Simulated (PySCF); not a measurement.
A run that did not reach its result, on `O=C(C1=CCC1)C(F)(F)F` (driver script around PySCF, density fitting, GFN2-xTB geometry as the base; each input is a line of settings and coordinates in Å).

Command:
```bash
OMP_NUM_THREADS=1 python probes_run.py task.json out
```
Input:
```
{"job": {"kind": "j", "xc": "PBE0", "basis": "pcseg-1", "scf": {"diis": false, "max_cycle": 62}}, "charge": 0, "multiplicity": 1}
O      1.594691     1.643194    -1.035074
C      1.243258     0.635255    -0.476625
C     -0.102325     0.260690    -0.122521
C     -0.662231    -0.812196     0.475753
C     -2.049725    -0.268166     0.376884
C     -1.421265     0.969337    -0.311531
C      2.298433    -0.434372    -0.052429
F      3.537876    -0.097460    -0.394615
F      2.038084    -1.629294    -0.611849
F      2.286958    -0.627406     1.278601
H     -0.280404    -1.732718     0.878455
H     -2.725230    -0.852720    -0.245118
H     -2.531886    -0.072672     1.332867
H     -1.711094     1.121663    -1.347900
H     -1.519554     1.904854     0.233192
```

Output:
```
final grid: 140128 points
cycle   1  E = -605.3576781504  dE =  1.895e+00  |g| = 1.085e+00  |ddm| = 4.224e+00
cycle   2  E = -604.6513986460  dE =  7.063e-01  |g| = 2.230e+00  |ddm| = 3.154e+00
cycle   3  E = -603.5938807134  dE =  1.058e+00  |g| = 3.147e+00  |ddm| = 4.581e+00
cycle   4  E = -592.5376729156  dE =  1.106e+01  |g| = 5.983e+00  |ddm| = 8.589e+00
cycle   5  E = -539.9956731296  dE =  5.254e+01  |g| = 1.333e+01  |ddm| = 6.089e+01
cycle   6  E = -461.6449386576  dE =  7.835e+01  |g| = 1.733e+01  |ddm| = 6.777e+01
cycle   7  E = -276.8983130963  dE =  1.847e+02  |g| = 2.143e+01  |ddm| = 4.978e+01
cycle   8  E = -328.4517519966  dE = -5.155e+01  |g| = 1.929e+01  |ddm| = 4.627e+01
cycle   9  E = -202.8309569136  dE =  1.256e+02  |g| = 1.838e+01  |ddm| = 4.571e+01
cycle  10  E = -126.9258692315  dE =  7.591e+01  |g| = 2.178e+01  |ddm| = 5.055e+01
... (42 lines left out)
cycle  53  E = -148.0761979921  dE = -1.348e+01  |g| = 1.840e+01  |ddm| = 5.256e+01
cycle  54  E = -134.5959627736  dE =  1.348e+01  |g| = 2.149e+01  |ddm| = 5.256e+01
cycle  55  E = -148.0761979921  dE = -1.348e+01  |g| = 1.840e+01  |ddm| = 5.256e+01
cycle  56  E = -134.5959627736  dE =  1.348e+01  |g| = 2.149e+01  |ddm| = 5.256e+01
cycle  57  E = -148.0761979921  dE = -1.348e+01  |g| = 1.840e+01  |ddm| = 5.256e+01
cycle  58  E = -134.5959627736  dE =  1.348e+01  |g| = 2.149e+01  |ddm| = 5.256e+01
cycle  59  E = -148.0761979921  dE = -1.348e+01  |g| = 1.840e+01  |ddm| = 5.256e+01
cycle  60  E = -134.5959627736  dE =  1.348e+01  |g| = 2.149e+01  |ddm| = 5.256e+01
cycle  61  E = -148.0761979921  dE = -1.348e+01  |g| = 1.840e+01  |ddm| = 5.256e+01
cycle  62  E = -134.5959627736  dE =  1.348e+01  |g| = 2.149e+01  |ddm| = 5.256e+01
SCF not converged, last energy = -134.5959627736
```

The run took 63 s on one thread, Arm Neoverse V1 (aarch64), shared host with 32 logical CPUs at a one-minute load of 13, and the process peaked at 0.68 GiB of memory.

Q: Diagnose the run.

A: The energy swings between two values 13 Eh apart, cycle after cycle, with a gradient of 2.1e+01 at cycle 62; DIIS was off. Go back to DIIS. Its energy and orbitals aren't self-consistent and shouldn't be used.

Shape of the structure used: `[O:1]=[C:2]([C:3]1=[CH:4][CH2:5][CH2:6]1)[C:7]([F:8])([F:9])[F:10]`: O1–C2–C3–C4 179°, O1–C2–C7–F8 -1°.
